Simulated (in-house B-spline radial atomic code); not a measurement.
Results of a calculation; reference values are marked as such.
## Building a PAW p channel for Cl, r_c = 1.3 bohr

Cl, [Ne] 3s2 3p5, non-relativistic PBE, spherical and spin-unpolarised, from an all-electron radial atomic-structure program (B-spline basis) (atomic units; all potentials screened as in the neutral atom).

Two all-electron partial waves φ1, φ2 are integrated outwards at E1 = ε(3p) = -0.316394 and E2 = E1 + 2 hartree; φ1 is the bound orbital and φ2 has unit norm inside r_c = 1.2972 bohr. Smooth partners are polynomials, r^2(a0 + a1 r² + a2 r⁴ + a3 r⁶), matched to φ and three derivatives at r_c, with no condition on the norm. The local potential is -9.25563 + (9.81065) r² + (-4.62172) r⁴ + (0.822088) r⁶ inside 1.0621 bohr and the all-electron one outside.

```csv
wave,φ(r_c),φ'(r_c),a0,a1,a2,a3
1,0.7653981,0.1767215,1.010004,-0.4237927,0.05209897,0.002194111
2,0.9037586,-2.386134,3.290581,-2.577562,0.6607869,-0.06027469
```

Inside r_c the overlaps are <φi φj> = [[0.26008, 0.49651], [0.49651, 1.00000]] and, for the smooth waves, [[0.26220, 0.51547], [0.51547, 1.07634]]. With χj = (Ej − T − V_local) applied to smooth wave j, the program's quadrature gives the matrix B_ij = <smooth i, χj> as [[0.28542, 0.74849], [0.71057, 1.90138]].

Check the match of the first wave, and find the augmentation charges q_ij.

At r_c the four terms are 1.69956, -1.20000, 0.24824, 0.01759, which sum to 0.7654, φ1(r_c) to rounding. q_ij is the all-electron overlap less the smooth one: [[-0.00212, -0.01896], [-0.01896, -0.07634]]. The smooth first wave has a norm of 0.2622 inside r_c against 0.2601, so q11 is negative and must stay small enough for the overlap operator to be positive.

B isn't symmetric. Show that D_ij = B_ij + Ej q_ij is.

Integrating by parts gives B12 − B21 = (E1 − E2) q12: 0.74849 − (0.71057) = 0.03791, and −2 × (-0.01896) = 0.03791. So D12 = 0.74849 + (1.683606)(-0.01896) = 0.71657 and D21 = 0.71057 + (-0.316394)(-0.01896) = 0.71657; D11 = 0.28609, D22 = 1.77285. The projectors, p = (B⁻¹)ᵀ χ, are dual to the smooth waves; det B = 0.011, small beside B11 B22, as the two smooth waves look alike inside r_c.

Solving (T + V_local + Σ p D p) ψ = E (1 + Σ p q p) ψ in a sphere of 9 bohr gives these levels:

| all-electron | one projector | two projectors |
| --- | --- | --- |
| -0.316384 | -0.316384 | -0.316384 |
| 0.084021 | 0.083911 | 0.084018 |
| 0.374051 | 0.373387 | 0.374038 |
| 0.816292 | 0.813613 | 0.816270 |
| 1.400570 | 1.392400 | 1.400560 |

What does the second projector gain?

With one projector the errors are 0.00, -0.11, -0.66, -2.68, -8.17 millihartree. With two the errors are 0.00, 0.00, -0.01, -0.02, -0.01 millihartree. The scattering is exact at E1 and at E2 = 1.684, and over all levels compared the largest error is 0.022 millihartree. The lowest eigenvalue of the overlap operator is 0.9813 with one and 0.6895 with two projectors. The smooth orbital alone needs a cutoff of 8 hartree for 1 millihartree of kinetic energy, against 10.6 for a norm-conserving Troullier-Martins orbital of the same radius; part of the gain comes from giving up the norm, part from the simpler form.
